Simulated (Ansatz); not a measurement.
Isolated molecules relaxed with PBE0-D4/def2-TZVP in Ansatz; ΔE leaves out vibrations. CBS: MP2 limit from def2 TZ/QZ plus the TZ coupled-cluster correction, frozen cores. Functionals use def2-TZVPP. B3LYP here is the variant with VWN-RPA as its local correlation; programs differ in this. HSE06 is defined as in plane-wave codes. One conformer a species, not always the lowest.

Reaction (ligand exchange at the Si–C bond): `CC#CC[SiH3]` + `O[SiH2][NH][AlH2]` → `[AlH2][NH][SiH2]O[SiH3]` + `CC#CC`

Task: Is it downhill or uphill in electronic energy at CCSD(T)/CBS, and by how much? (An estimate is asked.)

Result: Ansatz gave: Downhill: ΔE = -1.14 eV.

Task: What do these levels give: PBE-D4, r2SCAN-D4, B3LYP-D4, r2SCAN0-D4, HSE06-D4, CCSD/def2-SVP? (Estimate.)

Result: Ansatz gave: PBE-D4 -0.99, r2SCAN-D4 -1.11, B3LYP-D4 -1.17, r2SCAN0-D4 -1.14, HSE06-D4 -1.05, CCSD/def2-SVP -1.14 eV.

Largest T1 diagnostic among the species: 0.012.

From PBE to PBE0 (25 % exact exchange), in def2-TZVPP and without D4, ΔE moves by −0.06 eV. Leaving LDA and LC-ωPBE aside and taking each functional with its dispersion term where it has one, the values, not all of them listed here, spread over 0.28 eV, from BHLYP-D4 to revPBE-D4. In def2-TZVPP, CCSD(T) changes the Hartree–Fock value by +0.24 eV (the triples alone add +0.03 eV) and MP2 by +0.24 eV.
